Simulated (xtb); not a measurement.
C₂H₆Be, triplet, geometry from GFN2-xTB (such geometries of metal compounds can be far from the true shape) (a higher spin typed on purpose: for a closed-shell molecule this is an excited state); xtb with GFN1-xTB.

xtb was given this input:
```
$ xtb mol.xyz --gfn 1 --chrg 0 --uhf 2 --json

# file mol.xyz
9

Be    -0.59152127     0.70896578    -0.63342377
C      1.13440018     0.00719197    -0.73541234
H      1.28983073    -0.98387002    -0.33764093
H      1.76816124     0.71259916    -0.21638952
H      1.35999967     0.01622931    -1.79335439
C     -0.94778652    -0.23317114     0.93652144
H     -1.24312704    -1.23319179     0.65224707
H     -1.78917585     0.28924441     1.37214650
H     -0.13928561    -0.28099911     1.65003172
```

Output, abridged:

```
   ID    Z sym.   atoms
    1    4 Be     1
    2    6 C      2, 6
    3    1 H      3-5, 7-9

           -------------------------------------------------
          |                Calculation Setup                |
           -------------------------------------------------

           -------------------------------------------------
          |                 G F N 1 - x T B                 |
           -------------------------------------------------

          ...................................................
          :                      SETUP                      :
          :.................................................:
          :  # basis functions                  24          :
          :  # atomic orbitals                  24          :
          :  # shells                           18          :
          :  # electrons                        16          :
          :  # halogen bonds                     0          :
          :  max. iterations                   250          :
          :  Hamiltonian                  GFN1-xTB          :
          :  restarted?                      false          :
          :  GBSA solvation                  false          :
          :  PC potential                    false          :
          :  electronic temp.          300.0000000     K    :
          :  accuracy                    1.0000000          :
          :  -> integral cutoff          0.2500000E+02      :
          :  -> integral neglect         0.1000000E-07      :
          :  -> SCF convergence          0.1000000E-05 Eh   :
          :  -> wf. convergence          0.2000000E-04 e    :
          :  Broyden damping             0.4000000          :
          :  net charge                          0          :
          :  unpaired electrons                  2          :
          ...................................................

 iter      E             dE          RMSdq      gap      omega  full diag
   1     -8.1430476 -0.814305E+01  0.779E+00    2.53       0.0  T
   2     -8.1762326 -0.331851E-01  0.464E+00    2.63       1.0  T
   3     -8.1769198 -0.687142E-03  0.866E-01    2.65       1.0  T
   4     -8.1771882 -0.268447E-03  0.978E-02    2.65       1.0  T
   5     -8.1772005 -0.123336E-04  0.403E-02    2.65       1.0  T
   6     -8.1772156 -0.150976E-04  0.512E-03    2.65       6.5  T
   7     -8.1772158 -0.137253E-06  0.250E-04    2.65     133.3  T
   8     -8.1772158 -0.618581E-10  0.120E-04    2.65     277.8  T
   9     -8.1772158 -0.255653E-10  0.226E-05    2.65    1476.9  T

   *** convergence criteria satisfied after 9 iterations ***

 transition dipole moment (au) for excitation:           8           9
     X       Y       Z
   0.0906   0.0314  -0.0605  total (au/Debye):    0.113   0.288
 dE (eV)             :    2.372
 oscillator strength :  0.10561E-02

         :::::::::::::::::::::::::::::::::::::::::::::::::::::
         ::                     SUMMARY                     ::
         :::::::::::::::::::::::::::::::::::::::::::::::::::::
         :: total energy              -8.062697322620 Eh    ::
         :: gradient norm              0.008066668189 Eh/a0 ::
         :: HOMO-LUMO gap              2.647792433719 eV    ::
         ::.................................................::
         :: SCC energy                -8.177215775770 Eh    ::
         :: -> electrostatic           0.001843233446 Eh    ::
         :: repulsion energy           0.116502253518 Eh    ::
         :: dispersion energy         -0.001983800368 Eh    ::
         :: halogen bond corr.         0.000000000000 Eh    ::
         :: add. restraining           0.000000000000 Eh    ::
         :: total charge              -0.000000000000 e     ::
         :::::::::::::::::::::::::::::::::::::::::::::::::::::

           -------------------------------------------------
          |                Property Printout                |
           -------------------------------------------------

    * Orbital Energies and Occupations

         #    Occupation            Energy/Eh            Energy/eV
      -------------------------------------------------------------
         1        2.0000           -0.6039256             -16.4337
         2        2.0000           -0.5984579             -16.2849
         3        2.0000           -0.5069382             -13.7945
         4        2.0000           -0.5040439             -13.7157
         5        2.0000           -0.4939419             -13.4408
         6        2.0000           -0.4905858             -13.3495
         7        2.0000           -0.4309422             -11.7265
         8        1.0000           -0.3769225             -10.2566
         9        1.0000           -0.2897487              -7.8845 (HOMO)
        10                         -0.1924442              -5.2367 (LUMO)
        11                         -0.1132627              -3.0820
        12                         -0.1022820              -2.7832
        13                         -0.0474495              -1.2912
        14                         -0.0394880              -1.0745
        15                         -0.0357160              -0.9719
        16                         -0.0305806              -0.8321
        17                          0.0628530               1.7103
        18                          0.2493968               6.7864
        19                          0.2975068               8.0956
        20                          0.3077451               8.3742
       ...                                ...                  ...
        24                          0.4859064              13.2222
      -------------------------------------------------------------
                  HL-Gap            0.0973046 Eh            2.6478 eV
             Fermi-level           -0.3225144 Eh           -8.7761 eV

  Mulliken/CM5 charges         n(s)   n(p)   n(d)
     1Be    0.18610  0.31059   0.975  0.839  0.000
     2C    -0.17994 -0.38501   1.056  3.124  0.000
     3H     0.03164  0.08035   0.968  0.000  0.000
     4H     0.02981  0.07711   0.970  0.000  0.000
     5H     0.02626  0.07313   0.974  0.000  0.000
     6C    -0.18106 -0.38623   1.055  3.126  0.000
     7H     0.02997  0.07747   0.970  0.000  0.000
     8H     0.02587  0.07270   0.974  0.000  0.000
     9H     0.03135  0.07989   0.969  0.000  0.000

Wiberg/Mayer (AO) data.
largest (>0.10) Wiberg bond orders for each atom

 ---------------------------------------------------------------------------
     #   Z sym  total        # sym  WBO       # sym  WBO       # sym  WBO
 ---------------------------------------------------------------------------
     1   4 Be   1.398 --     6 C    0.623     2 C    0.621
     2   6 C    3.808 --     3 H    0.985     4 H    0.976     5 H    0.969
                             1 Be   0.621     6 C    0.244
     3   1 H    1.006 --     2 C    0.985
     4   1 H    1.014 --     2 C    0.976
     5   1 H    1.027 --     2 C    0.969
     6   6 C    3.811 --     9 H    0.985     7 H    0.978     8 H    0.968
                             1 Be   0.623     2 C    0.244
     7   1 H    1.012 --     6 C    0.978
     8   1 H    1.028 --     6 C    0.968
     9   1 H    1.006 --     6 C    0.985
 ---------------------------------------------------------------------------

Topologies differ in total number of bonds
Writing topology from bond orders to xtbtopo.mol

 dipole moment from electron density (au)
     X       Y       Z
   0.2326  -0.2624   0.2348  total (Debye):    1.073

           -------------------------------------------------
          | TOTAL ENERGY               -8.062697322620 Eh   |
          | GRADIENT NORM               0.008066668189 Eh/α |
          | HOMO-LUMO GAP               2.647792433719 eV   |
           -------------------------------------------------

normal termination of xtb
```
